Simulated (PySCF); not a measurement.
## Electronic absorption of Si(GeH3)2Cl2

Compound: Si(GeH3)2Cl2.
Bonds: Si1–Ge2, Si1–Ge6, Si1–Cl10, Si1–Cl11. Hydrogens: H3, H4, H5 on Ge2; H7, H8, H9 on Ge6.

Level of theory: TDDFT PBE0/def2-SVPD, vertical, gas phase, core orbitals frozen in the response in PySCF. Geometry: PBE0-D3(BJ)/def2-SVP; no solvent, vibrations or thermal averaging. Relativistic effects, spin–orbit coupling among them, are left out although an element past zinc is present.

```json
{"state": "S1", "E (eV)": "5.69", "λ (nm)": "217.7", "f": "0.0067", "|μ| (D)": "0.56", "main configurations (H = HOMO, L = LUMO)": "H→L (96%)"}
{"state": "S2", "E (eV)": "5.76", "λ (nm)": "215.3", "f": "0.0000", "|μ| (D)": "0.01", "main configurations (H = HOMO, L = LUMO)": "H→L+1 (99%)"}
{"state": "S3", "E (eV)": "6.44", "λ (nm)": "192.6", "f": "0.478", "|μ| (D)": "4.43", "main configurations (H = HOMO, L = LUMO)": "H→L+2 (95%)"}
{"state": "S4", "E (eV)": "6.77", "λ (nm)": "183.2", "f": "0.0000", "|μ| (D)": "0.01", "main configurations (H = HOMO, L = LUMO)": "H→L+3 (98%)"}
{"state": "S5", "E (eV)": "7.06", "λ (nm)": "175.7", "f": "0.0021", "|μ| (D)": "0.28", "main configurations (H = HOMO, L = LUMO)": "H-1→L (55%), H→L+4 (38%)"}
{"state": "S6", "E (eV)": "7.11", "λ (nm)": "174.3", "f": "0.0002", "|μ| (D)": "0.08", "main configurations (H = HOMO, L = LUMO)": "H-2→L (62%), H-1→L+1 (30%)"}
{"state": "S7", "E (eV)": "7.19", "λ (nm)": "172.4", "f": "0.023", "|μ| (D)": "0.92", "main configurations (H = HOMO, L = LUMO)": "H-2→L+1 (44%), H-1→L (29%), H→L+4 (25%)"}
{"state": "S8", "E (eV)": "7.35", "λ (nm)": "168.7", "f": "0.0001", "|μ| (D)": "0.04", "main configurations (H = HOMO, L = LUMO)": "H-3→L (93%)"}
{"state": "S9", "E (eV)": "7.39", "λ (nm)": "167.9", "f": "0.100", "|μ| (D)": "1.89", "main configurations (H = HOMO, L = LUMO)": "H-2→L+1 (46%), H→L+4 (26%), H-1→L (11%)"}
{"state": "S10", "E (eV)": "7.39", "λ (nm)": "167.8", "f": "0.050", "|μ| (D)": "1.34", "main configurations (H = HOMO, L = LUMO)": "H-1→L+1 (40%), H→L+5 (24%), H-2→L (23%)"}
{"state": "S11", "E (eV)": "7.54", "λ (nm)": "164.4", "f": "0.045", "|μ| (D)": "1.26", "main configurations (H = HOMO, L = LUMO)": "H-3→L+1 (93%)"}
{"state": "S12", "E (eV)": "7.60", "λ (nm)": "163.2", "f": "0.023", "|μ| (D)": "0.89", "main configurations (H = HOMO, L = LUMO)": "H→L+5 (48%), H-2→L+2 (25%), H-2→L (10%)"}
{"state": "S13", "E (eV)": "7.67", "λ (nm)": "161.6", "f": "0.0056", "|μ| (D)": "0.44", "main configurations (H = HOMO, L = LUMO)": "H→L+7 (82%)"}
{"state": "S14", "E (eV)": "7.68", "λ (nm)": "161.5", "f": "0.070", "|μ| (D)": "1.55", "main configurations (H = HOMO, L = LUMO)": "H-1→L+2 (77%), H→L+6 (11%)"}
```

Triplets (Tamm–Dancoff): T1 5.13 eV, H→L (97%); T2 5.23 eV, H→L+1 (97%); T3 5.65 eV, H→L+2 (91%); T4 6.34 eV, H→L+4 (44%), H-1→L (38%).

The lowest singlet comes at 218 nm (549 kJ/mol) in the ultraviolet; it is weak; its leading configuration is HOMO→LUMO (96%). The most intense listed level is S3 at 6.44 eV (193 nm, f = 0.478), 0.74 eV above S1. S9/S10 and S13/S14 lie within about 0.01 eV of each other in each set. Löwdin shares by element: HOMO germanium 35%, silicon 22%, chlorine 14% or more (atoms not listed hold the other 29%); LUMO germanium 33%, silicon 28%, chlorine 11% or more (atoms not listed hold the other 27%). Weighted by f, the mean energy of these states is 6.84 eV. Of the 14 states listed, 7 reach f = 0.01 and 4 stay under 0.0005. The oscillator strengths of these states sum to 0.804; summed over the whole spectrum of an exact calculation they would give the number of electrons, 118 (Thomas–Reiche–Kuhn). Orbitals of the list HOMO-3 to LUMO+2 that lie within 0.01 eV of each other are written together with a slash and their weights summed (≥ marks a lower bound); for degenerate orbitals outside that list single weights are arbitrary. Singlets were solved by full linear response, triplets in the Tamm–Dancoff approximation. The highest level found (7.77 eV, f 0.027 so far) is left out, since the window may have cut off a degenerate partner.

Time: 44 s wall (with the writing of density and orbital grids); peak memory 0.91 GiB. Hardware: Intel Xeon 6975P-C, one thread, no GPU, on a shared host.
